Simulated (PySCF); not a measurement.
The same groups moved round the core (propene hydroxy+silyl). Isolated molecules, 0 K electronic values unless said otherwise. One relaxed conformer stands for each flexible species; it need not be the lowest. Strings in code marks are SMILES. All members: neutral, multiplicity 1. Level: ωB97X-D3(BJ)/def2-TZVP // PBE0-D3(BJ)/def2-TZVP (PySCF), beside PBE-D3(BJ)/def2-TZVP // PBE0-D3(BJ)/def2-TZVP (PySCF) at the same geometries. Delta-SCF ions had no search for a lower state.  The removal energy is E(N − 1 electrons) − E(N electrons) at the parent's geometry.

```tsv
species	vertical ionisation energy (Delta-SCF), PBE (eV)	vertical ionisation energy (Delta-SCF), ωB97X-D3(BJ) (eV)
`O/C=C\C[SiH3]` (H–O–C–C torsion 4°, C–C–C–Si torsion -89°)	8.34	8.60
`C/C=C(/O)[SiH3]` (Si–C–O–H torsion 180°)	8.43	8.70
`C/C([SiH3])=C\O` (C–C–O–H torsion 180°)	8.48	8.76
`C/C=C(\O)[SiH3]` (Si–C–O–H torsion 180°)	8.54	8.80
`C=C(O)C[SiH3]` (C–C–O–H torsion 0°, O–C–C–Si torsion -69°)	8.55	withheld
`OC/C=C\[SiH3]` (H–O–C–C torsion 73°, O–C–C–C torsion 8°)	9.32	9.83
```

Task: Fit y = a + b·x, y being the vertical ionisation energy (Delta-SCF) at the first level, to the 5 complete rows by least squares, with x = the PBE value in eV. Give a, b and the rms residual, and predict the withheld value.

Result: Means of the 5 rows: x̄ = 8.622, ȳ = 8.938 eV. Σ(x − x̄)² = 0.63048 and Σ(x − x̄)(y − ȳ) = 0.80022, so b = 1.269 and a = ȳ − b·x̄ = -2.003 eV. The rms residual is 0.018 eV. At x = 8.55 the line gives 8.85 eV. The run for `C=C(O)C[SiH3]` (C–C–O–H torsion 0°, O–C–C–Si torsion -69°) gave 8.81 eV, so the line is off by 0.04 eV, more than twice the rms residual.

Codes: PySCF.
